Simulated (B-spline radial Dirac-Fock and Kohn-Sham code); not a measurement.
Kr⁶⁺: photoemission with 4080 eV photons

System: the Kr⁶⁺ ion in the configuration [Ar] 3d10 4s2.

The computed values come from an atomic code on a B-spline grid: independent-particle photoionisation in a Dirac-Hartree-Slater potential with a Latter tail, all multipoles, thresholds from Dirac-Fock ΔSCF. The asymmetry parameter β is from the dipole term alone. Kinetic energies are from the vacuum level.

The last column is dσ/dΩ = σ/(4π) · [1 − (β/2) P₂(cos θ)] at θ = 0° from the beam of unpolarised light.

```
subshell  electrons  binding (eV)  kinetic (eV)  σ (kb)     β  dσ/dΩ (kb/sr)
      2s          2        2030.4        2049.6    19.2  2.00            ≈ 0
   2p1/2          2        1832.0        2248.0    17.8  1.41          0.421
   2p3/2          4        1779.0        2301.0       ?     ?              ?
      3s          2         392.6        3687.4    3.33  2.00            ≈ 0
   3p1/2          2         321.2        3758.8    2.27  1.36         0.0577
   3p3/2          4         313.2        3766.8    4.20  1.39          0.102
   3d3/2          4         189.9        3890.1   0.557  0.78         0.0270
   3d5/2          6         188.7        3891.3   0.799  0.76         0.0393
      4s          2         107.0        3973.0   0.574  2.00            ≈ 0
```

Question: What are σ and β for 2p3/2?

Answer: σ = 33.0 kb, the largest of all subshells and 40 % of the total, and β = 1.44, which gives dσ/dΩ = 0.741 kb/sr.
